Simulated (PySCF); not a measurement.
**Spinor energies of N³⁺ (nitrogen, charge +3)**

Start: [He] 2s2. Calculated with PySCF 2.14 in x2c-TZVPPall-2c (5s3p2d1f, 31 functions): generalised Hartree-Fock with the X2C-1e Hamiltonian and a Gaussian nucleus; one run each with spin-orbit coupling (SO) switched off, then screened by Boettger's factors.

```
spinor shell  electrons  ε, spin-free (eV)  ε, screened SO (eV)  weight of nominal j (screened SO)  rms radius, screened SO (bohr)
       1s1/2          2            -493.39              -493.39                              1.000                           0.263
       2s1/2          2            -75.323              -75.323                              1.000                            1.20
```

```
   quantity  spin-free  screened SO
E (hartree)  -51.11037    -51.11037
        M_J          0            0
       ⟨J²⟩      0.000        0.000
       ⟨L²⟩      0.000        0.000
       ⟨S²⟩      0.000        0.000
```

Without spin-orbit coupling the j labels of p, d and f shells carry no meaning; the spin-free column gives the mean over the occupied spinors of each nl shell.
